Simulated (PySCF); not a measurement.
B$_{3}$H$_{4}$, CH$_{3}$BClSi, H$_{3}$NOSi$_{2}$ (calculated)

All values are calculated (PySCF 2.14.0). Calculation on a computer-drawn molecule: the log of a Hartree-Fock and frozen-core CCSD(T) single point meant for a local Hartree-Fock minimum, with one planted fault or none, to be diagnosed. Offsets are logged minus clean, where the clean run is the same molecule without the fault. The reference is restricted for singlets and unrestricted otherwise, and also for a bond in bohr or an excited solution. Adding or removing an electron swaps singlet and doublet. The excited solution moves the top pair (singlet) or top alpha electron (doublet) to the lowest empty orbital. Highest occupied and lowest empty are orbital energies over both spins, largest force is the largest gradient component, triples share is (T) over the correlation energy, the T1 limit is 0.02 restricted and 0.045 unrestricted, electrons count all cores, a negative frequency is imaginary (commonest isotopes), and the dipole is about the centre of nuclear charge.

Common to all runs: logged SCF converged yes; logged CC converged yes; logged SCF stable within its kind yes; possible faults no fault, one electron removed, one electron added, multiplicity raised by two, geometry at a saddle point, SCF held on an excited solution, minimal basis STO-3G, one bond length entered in bohr, all coordinates scaled.

(1) 
```xyz
7
formula=B3H4 meant_charge=0 meant_multiplicity=2 meant_basis=cc-pVDZ logged_electrons=19 logged_basis_functions=62 logged_spin_squared=0.7551 logged_highest_occupied=-9.1903 logged_lowest_empty=0.058656 logged_largest_force=2.417e-05 logged_lowest_frequency=94.899 logged_T1_diagnostic=0.018816 logged_D1_diagnostic=0.062537 logged_triples_share=0.032694 logged_dipole_magnitude=1.1196 logged_energy_HF=-76.25885 logged_energy_CCSD(T)=-76.54859
B     -0.0621    -0.7719    -0.3389
B      1.4712    -0.8062    -0.3703
B      1.2882    -0.8722     1.3761
H     -1.2173    -0.7549    -0.0962
H      2.4954    -0.8062    -0.9647
H      2.2844    -0.9228     2.0420
H      0.2546    -0.8728     1.9924
```

Units: logged_highest_occupied, logged_lowest_empty in eV; logged_largest_force in hartree/bohr; logged_lowest_frequency in cm⁻¹; logged_dipole_magnitude in debye; logged_energy_HF, logged_energy_CCSD(T) in hartree.

Drawn bonds:
```tsv
atom	other atom	order
1	2	1
2	3	1
1	4	1
2	5	1
3	6	1
3	7	1
```

(2) 
```xyz
7
formula=CH3BClSi meant_charge=1 meant_multiplicity=1 meant_basis=cc-pV(D+d)Z logged_electrons=44 logged_basis_functions=89 logged_spin_squared=0 logged_highest_occupied=-14.916 logged_lowest_empty=-4.8723 logged_largest_force=0.044806 logged_T1_diagnostic=0.017372 logged_D1_diagnostic=0.050428 logged_triples_share=0.038718 logged_dipole_magnitude=5.1979 logged_energy_HF=-812.43103 logged_energy_CCSD(T)=-812.91533
B     -0.9756     0.8679     0.5285
C     -2.2228    -0.0298     0.4511
Si    -2.3605    -1.7411     1.2507
Cl    -0.7294    -2.6079     2.3701
H      0.0684     1.5988     0.6036
H     -3.1692     0.3680    -0.1466
H     -3.6630    -2.6390     1.1536
```

Units: logged_highest_occupied, logged_lowest_empty in eV; logged_largest_force in hartree/bohr; logged_dipole_magnitude in debye; logged_energy_HF, logged_energy_CCSD(T) in hartree.

Drawn bonds:
```tsv
atom	other atom	order
1	2	2
2	3	1
3	4	1
1	5	1
2	6	1
3	7	1
```

(3) 
```xyz
7
formula=H3NOSi2 meant_charge=0 meant_multiplicity=1 meant_basis=cc-pV(D+d)Z logged_electrons=46 logged_basis_functions=89 logged_spin_squared=0 logged_highest_occupied=-7.1849 logged_lowest_empty=2.4937 logged_largest_force=0.092696 logged_T1_diagnostic=0.015966 logged_D1_diagnostic=0.052832 logged_triples_share=0.026792 logged_dipole_magnitude=6.0607 logged_energy_HF=-708.88061 logged_energy_CCSD(T)=-709.43684
O     -0.7193    -0.6859    -1.2565
Si    -0.4793     0.7303    -0.8223
N      0.3081     1.1300     0.3145
Si     1.3362     1.4680     1.4440
H     -1.2160    -0.8541    -1.9607
H     -1.1216     1.5816    -1.6647
H      0.4454     1.5199     2.5514
```

Units: logged_highest_occupied, logged_lowest_empty in eV; logged_largest_force in hartree/bohr; logged_dipole_magnitude in debye; logged_energy_HF, logged_energy_CCSD(T) in hartree.

Drawn bonds:
```tsv
atom	other atom	order
1	2	1
2	3	2
3	4	1
1	5	1
2	6	1
4	7	1
```

To be estimated
1. Which fault was planted in the run of B$_{3}$H$_{4}$ (entry 1)?
2. Give the missing planted fault for CH$_{3}$BClSi (entry 2).
3. H$_{3}$NOSi$_{2}$ (entry 3): planted fault?

Answers
1. no fault
2. all coordinates scaled, by +8.9 %
3. all coordinates scaled, by -7.2 %

Further results for B$_{3}$H$_{4}$ (entry 1):

* HF energy offset from clean run: 0 kcal/mol
* CCSD(T) energy offset from clean run: 0 kcal/mol

Further results for CH$_{3}$BClSi (entry 2):

- HF energy offset from clean run: 31.82 kcal/mol
- CCSD(T) energy offset from clean run: 23.07 kcal/mol

Further results for H$_{3}$NOSi$_{2}$ (entry 3):

- HF energy offset from clean run: 35.09 kcal/mol
- CCSD(T) energy offset from clean run: 45.7 kcal/mol
